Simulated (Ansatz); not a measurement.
Reaction (cleavage of the B–Ge bond): `[BH2][GeH2][O][SiH2]F` + `N[SiH]1CN1` → `BN[SiH]1CN1` + `F[SiH2][O][GeH3]`

Program: Ansatz. Geometries: PBE0-D4/def2-TZVP. ΔE: electronic, gas phase. CCSD(T)/CBS is the MP2 limit (def2-TZVPP, def2-QZVPP) plus CCSD(T) − MP2 in def2-TZVPP, frozen cores. Functionals use def2-TZVPP. For Ge outer-core shells are correlated without core-valence functions, which leaves a few kJ/mol of doubt a bond. Scalar relativity is left out up to krypton. One conformer a species, not always the lowest.

```
          level  ΔE (kcal/mol)
      r2SCAN-D4          -36.8
        ωB97M-V          -37.4
         r2SCAN          -36.8
  HF/def2-TZVPP          -36.0
 MP2/def2-TZVPP          -37.8
CCSD/def2-TZVPP          -36.3
  HF/def2-QZVPP          -36.2
 CCSD/CBS(def2)          -35.3
```

(1) What does CCSD(T)/CBS give? (Best estimate.)

Largest T1 diagnostic among the species: 0.013.

Answers

(1) Ansatz gave: -35.9 kcal/mol. The listed levels differ from it by -0.9, -1.5, -0.9, -0.1, -1.9, -0.4, -0.3, 0.6 kcal/mol.

In def2-TZVPP, CCSD(T) changes the Hartree–Fock value by −0.8 kcal/mol (the triples alone add −0.6 kcal/mol) and MP2 by −1.8 kcal/mol.
